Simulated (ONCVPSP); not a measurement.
# Potentials for magnesium (Mg) compared

Generated with ld1.x 7.5 (TM, RRKJ, ultrasoft, PAW), atompaw 4.2 or ONCVPSP 4.0.1. The cutoff is in Ry: for ld1.x and atompaw files where the sum of valence levels is converged to 10 mRy in a Bessel basis, for ONCV files where the hardest occupied wave has 1 mHa per electron of residual kinetic energy. The error is the largest all-electron minus pseudo excitation energy over each file’s own four to seven test configurations (ionisations up to +4, promotions, holes and added fractions of an electron), all of which were solved. The labels leave out finer settings (local radius, basis sizes, second energies), which also bear on the numbers. Spin-polarised tests are not counted. The rows are a selection from randomly drawn settings: files with unsolved tests, undetermined cutoffs or missed reference levels are left out.

```tsv
potential	cutoff (Ry)	largest error (meV)	bound ghosts
ONCV, PBE, scalar-relativistic, rc 1.10/0.80 (sp), local smoothed, core correction no, reference 2s2 2p6 3s2, qcut 13.1/19.2, projectors 2/2	244	-0.5	none
ONCV, PBE, scalar-relativistic, rc 0.95/0.65 (sp), local smoothed, core correction yes, reference 2s2 2p6 3s1.5, qcut 10.7/20.8, projectors 2/1	340	-4.3	none
ONCV, PBE, scalar-relativistic, rc 0.95/0.85/0.95 (spd), local smoothed, core correction yes, reference 2s2 2p6, qcut 13.7/19.5/10, projectors 3/2/1	248	+0.4	none
ONCV, BLYP, scalar-relativistic, rc 1.40/0.80/1.40 (spd), local smoothed, core correction yes, reference 2s2 2p6 3s2, qcut 8.3/15.4/6.9, projectors 3/2/2	190	-1.4	none
```

Problem. Fill in the row for Mg: ONCV, LDA (Perdew-Zunger), non-relativistic, rc 1.15/1.20/1.20 (spd), local smoothed, core correction no, reference 2s2 2p6 3s1, qcut 13.7/9.6/8.2, projectors 3/1/2.

Solution. cutoff 89 Ry, largest error +373 meV, bound ghosts: none.

Problem. Fill in the row for Mg: ONCV, LDA (Perdew-Wang 92), fully relativistic, rc 1.30/1.50/1.15 (spd), local d, core correction yes, reference 2s2 2p6 3s1.75 3p0.25, qcut 11.2/10.9/7, projectors 2/3/0.

Solution. cutoff 82 Ry, largest error -2.1 meV, bound ghosts: none.
